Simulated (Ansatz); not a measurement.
(SnS2)n: binding per atom (eV) at several levels, gas phase, relaxed structures; Ansatz. Clusters are the lowest isomers that short searches found in that spin, judged at the geometry's level. Core potentials for Sn in the def2 sets, no spin–orbit coupling. Binding counts from free atoms in the multiplicity of their measured ground term, without zero-point energy. Singlets are spin-restricted. The structures are stationary points that may keep the symmetry of their start.

```tsv
species	state	geometry	PBE-D4/def2-SVP	PBE-D4/def2-TZVP	r2SCAN-D4/def2-TZVP	PBE0-D4/def2-SVP	PBE0-D4/def2-TZVP
Sn2S4	singlet	PBE-D4/def2-SVP	3.15	3.22	3.05	2.95	3.03
Sn6S12	singlet	PBE-D4/def2-SVP	3.41	3.44	3.26	3.21	3.26
```

Task: Estimate the rows for SnS2 (singlet, r2SCAN-D4/def2-TZVP geometry).

Result: 
| species | state | geometry | PBE-D4/def2-SVP | PBE-D4/def2-TZVP | r2SCAN-D4/def2-TZVP | PBE0-D4/def2-SVP | PBE0-D4/def2-TZVP |
| --- | --- | --- | --- | --- | --- | --- | --- |
| SnS2 | singlet | r2SCAN-D4/def2-TZVP | 2.74 | 2.85 | 2.70 | 2.55 | 2.68 |
